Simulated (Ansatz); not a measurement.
`B[O][Al]([OH])[F]` and `[OH][Al]([F])[Br]` differ in one atom or group.

Ansatz, PBE0-D4/def2-TZVP geometries, multiplicity 1. Each molecule was computed in one conformer, which needn't be the lowest.

Scalar relativity is left out up to krypton.

```
                                      property  `B[O][Al]([OH])[F]`
zero-point energy (PBE0-D4/def2-TZVP) / kJ/mol                109.9
         HOMO–LUMO gap (B3LYP/def2-TZVPP) / eV                 6.72
         HOMO energy (ωB97M-V/def2-TZVPP) / eV               -10.49
          HOMO–LUMO gap (PBE0/def2-TZVPP) / eV                 7.25
           HOMO–LUMO gap (PBE/def2-TZVPP) / eV                 4.90
       HOMO–LUMO gap (ωB97M-V/def2-TZVPP) / eV                11.17
```

Problem. What does the change do to each property? (Estimate.)

Solution. Computed: 
| property | `[OH][Al]([F])[Br]` | shift |
| --- | --- | --- |
| zero-point energy (PBE0-D4/def2-TZVP) / kJ/mol | 46.3 | -63.6 |
| HOMO–LUMO gap (B3LYP/def2-TZVPP) / eV | 7.23 | 0.51 |
| HOMO energy (ωB97M-V/def2-TZVPP) / eV | -11.19 | -0.70 |
| HOMO–LUMO gap (PBE0/def2-TZVPP) / eV | 7.84 | 0.59 |
| HOMO–LUMO gap (PBE/def2-TZVPP) / eV | 5.63 | 0.73 |
| HOMO–LUMO gap (ωB97M-V/def2-TZVPP) / eV | 11.73 | 0.56 |

With PBE0 the HOMO falls by 0.81 eV and the LUMO falls by 0.23 eV, so the gap widens by about 0.58 eV. PBE moves the HOMO by -0.91 eV and ωB97M-V by -0.70 eV. The zero-point energy changes by -63.6 kJ/mol with -9 modes.

B3LYP here is the variant with VWN-RPA as its local correlation; programs differ in this.

Spin–orbit coupling is left out; it splits and shifts lone-pair levels of the heavy atoms by tenths of an eV.
